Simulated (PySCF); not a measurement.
**GeS at r²SCAN**

Computed with r²SCAN; Ge def2-SVP, S def2-SVP; no relativity (PySCF 2.14).

```
state                                           : ¹Σ⁺ (singlet), closed shell
bond length                                     : 2.023 Å
harmonic wavenumber                             : 584 cm⁻¹
force constant                                  : 4.48 mdyn/Å
rotational constant Be                          : 0.1845 cm⁻¹
anharmonicity ωexe                              : 1.51 cm⁻¹
vibration–rotation constant αe                  : 0.000696 cm⁻¹
well depth De to Ge + S                         : 5.78 eV
dissociation energy D0                          : 5.74 eV
HOMO–LUMO gap                                   : 4.11 eV
bond order (Mayer)                              : 2.42
dipole moment (positive dipole means Ge(−)S(+)) : -1.88 D
```
